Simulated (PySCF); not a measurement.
GeH₃Br, SMILES [GeH3][Br].

Geometry: B3LYP-D3(BJ)/def2-TZVP.

Computed with TDDFT-PBE0/def2-SVPD (PySCF).

Vertical excitations; the highest root listed may be one member of a degenerate set. Isolated molecule, no solvent. State labels are in the subgroup Cs.

Computed lowest excited states:
```tsv
state	symmetry	energy (eV)	λ (nm)	f	main pairs
S1	A'	5.88	211	0.014	HOMO→LUMO (degenerate set)
S2	A"	5.88	211	0.014	HOMO−1→LUMO (degenerate set)
S3	A'	7.17	173	0.002	HOMO→LUMO+1 (degenerate set)
S4	A"	7.17	173	0.002	HOMO−1→LUMO+1 (degenerate set)
S5	A"	7.89	157	0.000	HOMO→LUMO+2 50 %, HOMO−1→LUMO+3 49 %
S6	A'	7.94	156	0.023	HOMO−1→LUMO+2 34 %, HOMO→LUMO+3 34 %, HOMO−2→LUMO 31 %
S7	A"	8.01	155	0.001	HOMO−1→LUMO+3, HOMO→LUMO+2 (degenerate set)
S8	A'	8.01	155	0.001	HOMO→LUMO+3, HOMO−1→LUMO+2 (degenerate set)
S9	A"	8.19	151	0.003	HOMO−3→LUMO (degenerate set)
S10	A'	8.19	151	0.003	HOMO−4→LUMO (degenerate set)
T1	A'	5.42	229	0	HOMO→LUMO (degenerate set)
T2	A"	5.42	229	0	HOMO−1→LUMO (degenerate set)
T3	A'	6.89	180	0	HOMO−2→LUMO 93 %
T4	A'	6.96	178	0	HOMO→LUMO+1 92 %
```
Triplets are in the Tamm–Dancoff approximation, which puts them higher than full response would, so one can lie above its singlet here.
